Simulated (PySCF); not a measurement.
Spectra and structures to be paired. Computed with TDDFT PBE0/def2-SVPD, vertical, gas phase, core orbitals frozen in the response in PySCF 2.14.0, density-fitted response routines. Geometries: GFN2-xTB; one conformer of each isolated species. Triplets are in the Tamm–Dancoff approximation. Ions are computed without counter-ions or solvent.

A. `N(C)[SiH2][C@@H]([SiH3])[SiH2]F`
B. `FC(F)(F)OC[S+](C)C`
C. `C=Cc1nncs1`
D. `C[C@H]1C(=O)C=CC1=S`

Lowest singlet levels (six at most, fewer where fewer were computed) with oscillator strengths:

1. 5.69 eV (f 0.003); 6.13 eV (f 0.002); 6.43 eV (f 0.029); 6.73 eV (f 0.003); 7.08 eV (f 0.013); 7.22 eV (f 0.009); T1 5.47 eV
2. 1.89 eV (f 0.000); 2.92 eV (f 0.000); 4.38 eV (f 0.011); 4.57 eV (f 0.445); 5.05 eV (f 0.001); 5.55 eV (f 0.007); T1 1.45 eV
3. 4.11 eV (f 0.000); 4.96 eV (f 0.371); 5.56 eV (f 0.002); 5.73 eV (f 0.003); 5.73 eV (f 0.001); 5.80 eV (f 0.001); T1 3.06 eV
4. 7.65 eV (f 0.077); 7.87 eV (f 0.092); 8.21 eV (f 0.017); 8.78 eV (f 0.042); 9.01 eV (f 0.012); 9.03 eV (f 0.006); T1 6.43 eV

Problem. Which spectrum belongs to which structure?

Solution. 1 = A, 2 = D, 3 = C, 4 = B.
- A: S1 at 5.69 eV, HOMO→LUMO (89%); Löwdin shares by element: HOMO nitrogen 56%, carbon 11% or more, silicon 10% or more, hydrogen 6% or more (atoms not listed hold the other 17%); LUMO silicon 44%, carbon 9% or more (atoms not listed hold the other 47%); HOMO -7.03 and LUMO -0.07 eV.
- B: S1 at 7.65 eV, HOMO→LUMO (67%), HOMO→LUMO+1 (30%); Löwdin shares by element: HOMO sulfur 32%, oxygen 31%, carbon 9% or more, fluorine 6% or more (atoms not listed hold the other 22%); LUMO sulfur 46%, carbon 39% or more (atoms not listed hold the other 15%); HOMO -14.24 and LUMO -5.34 eV.
- C: S1 at 4.11 eV, HOMO-1→LUMO (98%); Löwdin shares by element: HOMO carbon 55% or more, nitrogen 13% or more (atoms not listed hold the other 33%); LUMO carbon 36% or more, sulfur 17%, nitrogen 12% or more (atoms not listed hold the other 35%); HOMO -7.40 and LUMO -1.94 eV; point group Cs, 1 of its 6 listed states under f = 0.0005.
- D: S1 at 1.89 eV, HOMO→LUMO (99%); Löwdin shares by element: HOMO sulfur 71%, carbon 17% or more, oxygen 4%; LUMO carbon 48% or more, sulfur 30% (atoms not listed hold the other 22%); HOMO -6.86 and LUMO -3.46 eV.
